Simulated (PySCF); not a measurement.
TaOCl₃, SMILES [Cl][Ta]([Cl])([Cl])=[O], multiplicity 1. Geometry: B3LYP-D3(BJ)/def2-SVP. The multiplicity is an assumed one; other spin states were not compared. The isomer is the one that the SMILES or the coordinates give; other isomers of the formula were not compared. The def2 effective core potentials stand for the cores of Ta; spin–orbit coupling is left out.

Question: Give the equilibrium geometry at B3LYP-D3(BJ)/def2-SVP (PySCF confirms it by a frequency run) as Cartesian coordinates in Å, and its point group. (An estimate is asked for; the answer gives what the named calculation found.)

Answer: point group C3v.
```xyz
5

Ta     0.0000     0.0000    -0.1598
O      0.0000     0.0000    -1.8728
Cl     1.9068     1.1009     0.5226
Cl     0.0000    -2.2018     0.5226
Cl    -1.9068     1.1009     0.5226
```
Charge 0, spin multiplicity 1.
